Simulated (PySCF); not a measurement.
CH4S2Zn. Atoms are numbered in the order given.

```xyz
8

Zn    -0.1758     0.2036     0.2588
S     -1.6661     1.7833     0.4114
H     -2.6895     0.8991     0.4451
S      1.3189    -1.3656     0.1075
C      1.4833    -1.5035    -1.7097
H      0.5437    -1.8078    -2.1914
H      2.2303    -2.2878    -1.8960
H      1.8466    -0.5725    -2.1666
```

Geometry: PBE0-D3(BJ)/def2-SVP. The structure was generated by enumeration; whether it is a known compound was not checked. Other conformers were not sampled.

The numbers are results of PBE/pcSseg-1 (PySCF), not measurements.

GIAO shieldings, no solvent; atoms alike by connectivity are averaged. δ = σ(ref) − σ: ³³S against H2S (σ = 706.5 ppm); ¹H against TMS (σ = 31.49 ppm); ¹³C against TMS (σ = 182.0 ppm), references at their B3LYP-D3(BJ)/def2-TZVP geometries, non-relativistic.

| atoms | nucleus | count | δ (ppm) |
|---|---|---|---|
| S4 | ³³S | 1 | ? |
| S2 | ³³S | 1 | -36.9 |
| H6, H7, H8 | ¹H | 3 | 2.36 |
| H3 | ¹H | 1 | ? |
| C5 | ¹³C | 1 | 13.8 |

Problem. Fill in the missing entries. (An estimate is asked for; the answer gives what the named calculation found.)

Solution. 
- S4, δ (ppm): 80.6
- H3, δ (ppm): 0.17
